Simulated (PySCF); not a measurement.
Si(CCH)(Cl)2(H) (C2H2Cl2Si), SMILES C#C[SiH](Cl)Cl.

The structure is a stationary point at B3LYP-D3(BJ)/def2-SVP.

Level of theory: TDA-PBE/def2-SVPD (PySCF).

Vertical excitations. Isolated molecule, no solvent. State labels are in the subgroup Cs.

```json
[
 {"state": "S1", "symmetry": "A\"", "energy (eV)": "5.68", "λ (nm)": "218", "f": "0.001", "main pairs": "HOMO→LUMO+1 77 %, HOMO−1→LUMO 22 %"},
 {"state": "S2", "symmetry": "A'", "energy (eV)": "5.81", "λ (nm)": "213", "f": "0.005", "main pairs": "HOMO→LUMO 57 %, HOMO−1→LUMO+1 42 %"},
 {"state": "S3", "symmetry": "A\"", "energy (eV)": "5.83", "λ (nm)": "213", "f": "0.001", "main pairs": "HOMO−1→LUMO 76 %, HOMO→LUMO+1 23 %"},
 {"state": "S4", "symmetry": "A\"", "energy (eV)": "6.12", "λ (nm)": "203", "f": "0.001", "main pairs": "HOMO−2→LUMO 99 %"},
 {"state": "S5", "symmetry": "A'", "energy (eV)": "6.15", "λ (nm)": "202", "f": "0.000", "main pairs": "HOMO−2→LUMO+1 99 %"},
 {"state": "S6", "symmetry": "A'", "energy (eV)": "6.20", "λ (nm)": "200", "f": "0.012", "main pairs": "HOMO−3→LUMO 95 %"},
 {"state": "S7", "symmetry": "A\"", "energy (eV)": "6.32", "λ (nm)": "196", "f": "0.018", "main pairs": "HOMO−3→LUMO+1 92 %"},
 {"state": "S8", "symmetry": "A'", "energy (eV)": "6.46", "λ (nm)": "192", "f": "0.043", "main pairs": "HOMO−4→LUMO 85 %"},
 {"state": "S9", "symmetry": "A\"", "energy (eV)": "6.52", "λ (nm)": "190", "f": "0.000", "main pairs": "HOMO−4→LUMO+1 98 %"},
 {"state": "S10", "symmetry": "A'", "energy (eV)": "6.74", "λ (nm)": "184", "f": "0.016", "main pairs": "HOMO−5→LUMO+1 95 %"},
 {"state": "T1", "symmetry": "A'", "energy (eV)": "4.73", "λ (nm)": "262", "f": "0", "main pairs": "HOMO→LUMO 54 %, HOMO−1→LUMO+1 36 %"},
 {"state": "T2", "symmetry": "A\"", "energy (eV)": "5.11", "λ (nm)": "243", "f": "0", "main pairs": "HOMO→LUMO+1 48 %, HOMO−1→LUMO 47 %"},
 {"state": "T3", "symmetry": "A'", "energy (eV)": "5.11", "λ (nm)": "243", "f": "0", "main pairs": "HOMO−1→LUMO+1 58 %, HOMO→LUMO 37 %"},
 {"state": "T4", "symmetry": "A\"", "energy (eV)": "5.66", "λ (nm)": "219", "f": "0", "main pairs": "HOMO→LUMO+1 50 %, HOMO−1→LUMO 49 %"}
]
```
Triplets are in the Tamm–Dancoff approximation.
